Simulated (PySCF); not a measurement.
**Two-component Hartree-Fock for Tm⁴⁴⁺ (thulium, charge +44)**

Start: [Ar] 3d7; 3d3/2 filled at m_j = -3/2, -1/2, +1/2, +3/2; 3d5/2 filled at m_j = +1/2, +3/2, +5/2. Calculated with PySCF 2.14 in an uncontracted even-tempered set (16 s from 10 bohr⁻², ratio 2.8; 12 p from 13 bohr⁻², ratio 2.8; 8 d from 13 bohr⁻², ratio 2.8; 3 f from 48 bohr⁻², ratio 3): generalised Hartree-Fock with the X2C-1e Hamiltonian and a Gaussian nucleus; one run each with spin-orbit coupling (SO) switched off, then screened by Boettger's factors.

| spinor shell | electrons | ε, spin-free (eV) | ε, screened SO (eV) | weight of nominal j (screened SO) | rms radius, screened SO (bohr) |
| --- | --- | --- | --- | --- | --- |
| 1s1/2 | 2 | -62074.6 | -62058.3 | 1.000 | 0.0227 |
| 2s1/2 | 2 | -12520.4 | -12514.2 | 1.000 | 0.0914 |
| 2p1/2 | 2 | -11333.4 | -12038.3 | 1.000 | 0.0780 |
| 2p3/2 | 4 | -11333.4 | -11035.8 | 1.000 | 0.0846 |
| 3s1/2 | 2 | -4457.6 | -4455.7 | 1.000 | 0.228 |
| 3p1/2 | 2 | -4086.7 | -4258.8 | 0.999 | 0.219 |
| 3p3/2 | 4 | -4086.7 | -4012.6 | 1.000 | 0.232 |
| 3d3/2 | 4 | -3682.6 | -3709.3 | 0.986 | 0.202 |
| 3d5/2 | 3 | -3682.6 | -3660.4 | 0.988 | 0.205 |

```json
{"quantity": "E (hartree)", "spin-free": "-12094.77198", "screened SO": "-12108.32651"}
{"quantity": "M_J", "spin-free": "9/2", "screened SO": "9/2"}
{"quantity": "⟨J²⟩", "spin-free": "24.750", "screened SO": "24.750"}
{"quantity": "⟨L²⟩", "spin-free": "12.000", "screened SO": "15.639"}
{"quantity": "⟨S²⟩", "spin-free": "3.750", "screened SO": "2.618"}
```

Each row is a mean over spinors that exchange with the open shell spreads, by up to 39.227 eV (3p3/2).

Breit and QED terms are absent; they matter most for the inner s and p1/2 levels.

Densities and radii are taken from the X2C orbitals without a picture-change correction, which distorts them close to the nucleus.

Without spin-orbit coupling the j labels of p, d and f shells carry no meaning; the spin-free column gives the mean over the occupied spinors of each nl shell.
